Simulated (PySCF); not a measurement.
# Ionisation energy of Se²¹⁺ by level of theory

Se²¹⁺ [Ne] 3s2 3p1 (2P) → Se²²⁺ [Ne] 3s2 (1S), as a difference of total energies. Calculation: PySCF 2.14, in an uncontracted even-tempered set (19 s from 1.9 bohr⁻², ratio 2.2; 12 p from 2.4 bohr⁻², ratio 2.2; 5 d from 11 bohr⁻², ratio 2.4; 5 f from 17 bohr⁻², ratio 2.4; 4 g from 25 bohr⁻², ratio 2.4); no relativity, point nucleus. Correlated levels: outer shells: 1s2 frozen; virtual orbitals above 40 to 60 times the deepest correlated orbital energy dropped. The calculations carry no spin-orbit coupling.

```tsv
method	ionisation energy (eV)
UHF	881.83
LDA	883.38
PBE0	883.46
r2SCAN	883.45
MN15	888.31
MP2 (outer shells)	882.40
SCS-MP2 (outer shells)	882.29
```

Task: Estimate what PBE gives.

Result: 883.64 eV, closest to PBE0 among the rows shown.

Task: Estimate what TPSS gives.

Result: 883.73 eV, closest to PBE0 among the rows shown.

A first-order spin-orbit estimate (lowest level to lowest level, LS coupling) adds 5.422 eV.

All relativistic terms are absent from these numbers, so their closeness to the reference says little about the methods.

For comparison: 887 ± 4 eV (semi-empirical (NIST evaluation); NIST Atomic Spectra Database, ionization energies).
